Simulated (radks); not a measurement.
Spherical quantum dot in the effective-mass picture: electrons in a parabolic well V = omega^2 r^2 / 2 with omega = 0.538, with a point charge +2 (a donor) at the centre, all in effective atomic units (hartree* = m*/eps^2 hartree, bohr* = eps/m* bohr), one dielectric constant everywhere. Calculated with a radial shooting solver with Libxc functionals: non-relativistic Kohn-Sham, PBE, spin-polarised, spherical densities. Levels are named by radial order and angular momentum (1s, 1p, 1d, 2s, ...), and open shells are averaged over m. Each electron was tried in the lowest free levels, single moves between levels near the top were tried too, and the lowest total energy was kept; such a search can miss a lower state. At N = 1 the Hartree and exchange-correlation terms need not cancel, so that row can carry a self-interaction error.

N	open shells	2S	E (hartree*)	mu = E(N) - E(N-1) (hartree*)	addition energy mu(N+1) - mu(N) (hartree*)	e(HOMO) (hartree*)	rms radius (bohr*)
1	1s(up 1, down 0)	1	-1.89023	-1.8902	1.187	-1.4149	0.8165
2	none	0	-2.59390	-0.70367	1.939	-0.32702	0.9516
3	1p(up 1, down 0)	1	-1.35817	1.2357	0.3699	1.4172	1.424
4	1p(up 2, down 0)	2	0.247492	1.6057	0.3763	1.7947	1.661
5	1p(up 3, down 0)	3	2.22949	1.9820	0.4598	2.1677	1.827
6	1p(up 3, down 0) 2s(up 1, down 0)	4	4.67128	2.4418	0.3696	2.6061	2.004
7	1p(up 3, down 2)	1	7.48266	2.8114	0.2955	2.9461	2.090
8	none	0	10.5896	3.1069	0.3584	3.2669	2.194
9	2s(up 1, down 0)	1	14.0549	3.4653	0.3251	3.6138	2.307
10	none	0	17.8453	3.7904	0.6044	3.9352	2.408
11	1d(up 1, down 0)	1	22.2401	4.3948	0.2655	4.5279	2.511
12	1d(up 2, down 0)	2	26.9005	4.6603	0.2631	4.7924	2.602
13	1d(up 3, down 0)	3	31.8239	4.9234	0.2600	5.0540	2.684
14	1d(up 4, down 0)	4	37.0074	5.1835	0.2566	5.3124	2.760
15	1d(up 5, down 0)	5	42.4475	5.4401	0.3202	5.5672	2.831
16	1d(up 5, down 1)	4	48.2077	5.7603	0.2405	5.8806	2.899
17	1d(up 5, down 2)	3	54.2085	6.0008	0.2393	6.1207	2.963
18	1d(up 5, down 3)	2	60.4486	6.2401	0.2375	6.3592	3.023
19	1d(up 5, down 4)	1	66.9262	6.4776	0.2352	6.5956	3.080
20	none	0	73.6390	6.7128	0.5177	6.8296	3.135
21	1f(up 1, down 0)	1	80.8695	7.2305	0.2179	7.3397	3.196
22	1f(up 2, down 0)	2	88.3180	7.4484	0.2166	7.5569	3.255
23	1f(up 3, down 0)	3	95.9829	7.6650	0.2150	7.7728	3.310
24	1f(up 4, down 0)	4	103.863	7.8800	0.2134	7.9870	3.362
25	1f(up 5, down 0)	5	111.956	8.0934	0.2118	8.1996	3.413
26	1f(up 6, down 0)	6	120.262	8.3052	0.2101	8.4105	3.461
27	1f(up 7, down 0)	7	128.777	8.5153	0.2478	8.6197	3.508
28	1f(up 7, down 0) 2p(up 1, down 0)	8	137.540	8.7630	0.2096	8.8677	3.553
29	1f(up 7, down 0) 2p(up 2, down 0)	9	146.512	8.9726	0.2099	9.0776	3.597
30	1f(up 7, down 0) 2p(up 3, down 0)	10	155.695	9.1825	0.2135	9.2874	3.639
31	1f(up 7, down 1) 2p(up 3, down 0)	9	165.091	9.3960	0.1970	9.4946	3.681
32	1f(up 7, down 2) 2p(up 3, down 0)	8	174.684	9.5930	0.1923	9.6912	3.722
33	1f(up 7, down 6)	1	184.469	9.7853	0.1910	9.8783	3.761
34	none	0	194.446	9.9763	0.2011	10.074	3.799
35	2p(up 1, down 0)	1	204.623	10.177	0.1972	10.276	3.837
36	2p(up 2, down 0)	2	214.997	10.375	0.1977	10.473	3.873
37	2p(up 3, down 0)	3	225.570	10.572	0.2422	10.671	3.908
38	2p(up 3, down 1)	2	236.384	10.814	0.1907	10.910	3.944
39	2p(up 3, down 2)	1	247.389	11.005	0.1915	11.101	3.978
40	none	0	258.586	11.197	0.2269	11.293	4.012
41	3s(up 1, down 0)	1	270.010	11.424	0.1996	11.517	4.047
42	none	0	281.633	11.623	0.2780	11.716	4.081
43	1g(up 1, down 0)	1	293.534	11.901	-	11.991	4.115

All shells are closed at N = 2, 8, 10, 20, 34, 40, 42 (there: 1s2 1p6 1d10 2s2 1f14 2p6 3s2); the second difference of the energy has clear peaks (12 % above both neighbours; the first and last values, which can be the largest, are not judged, and half-filled shells can peak too) at N = 2, 5, 10, 15, 20, 27, 37, 40.
